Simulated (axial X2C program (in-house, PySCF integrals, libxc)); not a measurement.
**Working with the constants of LiPd⁺**

A bond curve at the CCSD(T) level, 2c, was computed with an in-house all-electron X2C program for linear molecules (integrals from PySCF) (basis Pd dyall-cv3z [12s12p8d5f3g], Li dyall-cv3z [7s8p2d] (cores contracted in-house)) for the state Ω = 0 (closed shell). Its fit gives Re = 2.4734 Å, ωe = 285.4 cm⁻¹, ωexe = 3.16 cm⁻¹ and αe = 6.181e-03 cm⁻¹; the masses are 105.9035 and 7.0160 u. Two-component means X2C with spin–orbit coupling and atomic mean-field Coulomb and Gaunt terms.

Correlated methods: 10 electrons correlated (number of frozen shells: Pd 4 s, 3 p, 1 d; Li 1 s), 264 virtual spin orbitals or spinors in MP2, 90 natural virtuals in coupled cluster.

Q: Find the reduced mass, Be and the force constant.

A: From the CCSD(T) values: μ = 6.5801 u. Be = 16.8576/(μ Re²) = 0.4188 cm⁻¹. k = 5.8918×10⁻⁷ μ ωe² = 0.316 mdyn/Å.

Q: Estimate De from a Morse curve and compare with the computed well depth of 0.700 eV to Pd + Li+.

A: De(Morse) = ωe²/(4ωexe) = 0.799 eV against 0.700 eV computed, a ratio of 1.14. For De the Morse form works well here.

Q: Estimate the centrifugal constant by the Kratzer relation.

A: D = 4Be³/ωe² = 3.61e-06 cm⁻¹.

Q: A Morse curve ties αe to the other constants (Pekeris). How well does that hold?

A: αe(Morse) = 6Be²/ωe × (√(ωexe/Be) − 1) = 6.441e-03 cm⁻¹; the CCSD(T) curve gives 6.181e-03 cm⁻¹, a ratio of 1.04.

Q: Where do the fundamental and the first overtone lie?

A: ν(1←0) = ωe − 2ωexe = 279.1 cm⁻¹; ν(2←0) = 2ωe − 6ωexe = 551.8 cm⁻¹.

The state is a single determinant with fixed occupations, the lowest that a limited PBE0 search found. Dissociation energies refer to the lowest single-determinant-based atoms at the same level and basis. Coupled cluster ran in a truncated set of natural virtual spinors; the MP2 energy of the rest was added. (T) has no such correction and the atoms are truncated less, which lowers De at CCSD(T) by a hundredth of an eV or more.
